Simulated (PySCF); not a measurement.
Gas-phase reaction: 3 GaCl + 6 F ⇌ GaCl3 + 2 GaF3

Energies from PySCF (xtb for GFN2), thermal terms from the rigid-rotor harmonic-oscillator model, ideal gas at 1 bar. † marks an energy on the PBE0/def2-TZVP geometry and frequencies; other levels use their own. MP2 and CCSD(T) freeze the core. 6-31G* has spherical d functions here. Open shells (unrestricted): F (multiplicity 2); the rest are closed-shell singlets. GFN2 has no spin-polarisation term. Spin-orbit splitting is ignored; it lowers the true energy and changes the entropy of F. Ga: all electrons, no relativistic terms. MP2 isn't extrapolated to the basis-set limit. CCSD(T) isn't extrapolated to the basis-set limit.

```
level                ΔH°(298 K), kJ
-------------------  --------------
CCSD(T)/def2-TZVPP†             [?]
GFN2-xTB                        [?]
HF/6-31G*                     -1648
MP2/def2-TZVPP†               -2688
PBE/def2-SVP                  -2551
PBE0/def2-TZVP                  [?]
r2SCAN/def2-TZVP†               [?]
LDA/def2-TZVP†                -2969
```

Task: Fill in the missing entries.

Result: 
- CCSD(T)/def2-TZVPP†, ΔH°(298 K), kJ: -2472
- GFN2-xTB, ΔH°(298 K), kJ: -2360
- PBE0/def2-TZVP, ΔH°(298 K), kJ: -2406
- r2SCAN/def2-TZVP†, ΔH°(298 K), kJ: -2505
